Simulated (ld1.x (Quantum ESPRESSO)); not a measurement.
## Before and after: RRKJ potential for samarium

samarium (Sm), norm-conserving RRKJ (Kleinman–Bylander form), made with ld1.x (Quantum ESPRESSO) 7.5 (Wu–Cohen, fully relativistic). Core [Kr] 4d10 4f5, reference 5s2 5p6 5d1 6s0 6p0 (charge +2). Waves: 5p (bound): rc 2.40 bohr; 5d (bound): rc 2.10 bohr; 5s (bound): rc 1.65 bohr. Local part: the s channel. Core correction: none. rho0 = 0.005.

Open shells are filled in proportion to 2j + 1 (rel_dist='average').

Change: core correction a·sin(br)/r model core inside 1.30 bohr.

Cutoffs: the cutoffs (Ry, on a coarse ladder) from which the occupation-weighted sum of valence levels, in a spherical-Bessel basis at the reference potential, stays within 10 and 1 mRy of its value at 400 Ry; they do not see the model core or the augmentation charge, which bear on the density cutoff. Errors are all-electron minus pseudo energies relative to the spin-unpolarised reference configuration.

Question: What does the change do?

Answer: The potential gets neither clearly harder nor softer (50 Ry and 90 Ry → 50 Ry and 90 Ry); both files keep a bound ghost (p); of the 7 tests that both files solve, the error grows in 1 and shrinks in 4 by more than 15 % and 0.3 meV (median size 261.8 → 206.7 meV). A model core, the more so a compact one, raises the density cutoff, which this test does not measure.

```csv
quantity,base,changed
"cutoff, loose",50 Ry,50 Ry
"cutoff, tight",90 Ry,90 Ry
bound ghosts,p1/2,p1/2
"error for 5s2 5p6 5d1 6s2 6p0, meV [ΔE -18.14 eV]",+262,+207
"error for 5s2 5p6 5d1 6s1 6p0, meV [ΔE -11.66 eV]",+166,+145
"error for 5s2 5p6 5d0 6s0 6p0, meV [ΔE 19.65 eV]",-21,-45
"error for 5s2 5p5 5d1 6s2 6p0, meV [ΔE 12.93 eV]",+413,+343
"error for 5s2 5p6 5d1 6s0 6p1, meV [ΔE -8.24 eV]",+35,+19
"error for 5s2 5p6 5d0 6s2 6p0, meV [ΔE -11.89 eV]",+387,+339
"error for 5s2 5p6 5d0 6s2 6p1, meV [ΔE -16.10 eV]",+362,+294
s: phases at 2.60 bohr within 0.05 rad from the reference energy up to (Ry; the scan ends near 5),-1.1,-1.1
p1/2: phases at 2.60 bohr within 0.05 rad from the reference energy up to (Ry; the scan ends near 5),0.2,0.2
p3/2: phases at 2.60 bohr within 0.05 rad from the reference energy up to (Ry; the scan ends near 5),0.1,0.1
d3/2: phases at 2.60 bohr within 0.05 rad from the reference energy up to (Ry; the scan ends near 5),3.0,3.0
d5/2: phases at 2.60 bohr within 0.05 rad from the reference energy up to (Ry; the scan ends near 5),2.9,2.9
```

 A true bound ghost makes a file unfit for plane-wave use even where its test errors are small: the radial tests pick states by their node count and pass the ghost by.
